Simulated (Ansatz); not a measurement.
Consider the cleavage of the B–B bond: `CB([SiH3])BCl` + H₂Se → `ClB[SeH]` + `CB[SiH3]`.

Program: Ansatz. Geometries: PBE0-D4/def2-TZVP. ΔE: electronic, gas phase. CCSD(T)/CBS adds triple-zeta CCSD(T) − MP2 to the extrapolated MP2 energy (def2 sets, frozen cores). Functionals use def2-TZVPP. For Se outer-core shells are correlated without core-valence functions, which leaves a few kJ/mol of doubt a bond. Scalar relativity is left out up to krypton. One conformer a species, not always the lowest.

`CB([SiH3])BCl`:

Cartesian coordinates in Å:
```
C -1.013 1.253 0.449
B -0.294 -0.063 0.019
Si 1.689 0.022 -0.419
B -0.984 -1.552 -0.138
Cl -0.889 -2.654 1.227
H -1.410 1.650 -0.501
H -0.367 2.034 0.853
H -1.878 1.111 1.100
H 2.198 -1.099 -1.255
H 2.406 -0.017 0.889
H 2.033 1.307 -1.094
H -1.491 -1.991 -1.130
```

H₂Se:

```xyz
3

Se   -0.252    0.460   -0.439
H     1.011   -0.279   -0.339
H    -0.759   -0.182    0.778
```

`ClB[SeH]`:

Cartesian coordinates in Å:
```
Cl 1.804 -1.134 -0.445
B 0.235 -0.399 -0.263
Se 0.045 1.104 0.910
H -0.691 -0.838 -0.865
H -1.393 1.267 0.662
```

`CB[SiH3]`:

```xyz
10

C    -0.110    1.346   -0.820
B    -0.633   -0.015   -0.293
Si    0.435   -1.273    0.869
H    -0.482    2.060   -0.062
H    -0.550    1.672   -1.765
H     0.974    1.468   -0.842
H    -1.761   -0.337   -0.554
H    -0.338   -1.706    2.068
H     1.737   -0.715    1.332
H     0.729   -2.500    0.068
```

(1) Is it downhill or uphill in electronic energy at CCSD(T)/CBS, and by how much? (An estimate is asked.)

(2) What do these levels give: PBE0-D4, PBE, r2SCAN, CCSD(T)/def2-TZVPP, MP2/def2-QZVPP, SCS-MP2/def2-QZVPP? (Estimate.)

Largest T1 diagnostic among the species: 0.013.

## Answers

(1) Computed: Downhill: ΔE = -79.2 kJ/mol.

(2) The calculation gave: PBE0-D4 -73.4, PBE -74.8, r2SCAN -76.6, CCSD(T)/def2-TZVPP -78.6, MP2/def2-QZVPP -86.6, SCS-MP2/def2-QZVPP -84.1 kJ/mol.

The D4 term adds +3.9 kJ/mol with B3LYP and +2.8 kJ/mol with PBE0; it sums over pairs of atoms, weighted by their polarisabilities, and B3LYP, whose exchange is more repulsive, gets the larger term.

B3LYP here is the variant with VWN-RPA as its local correlation; programs differ in this.
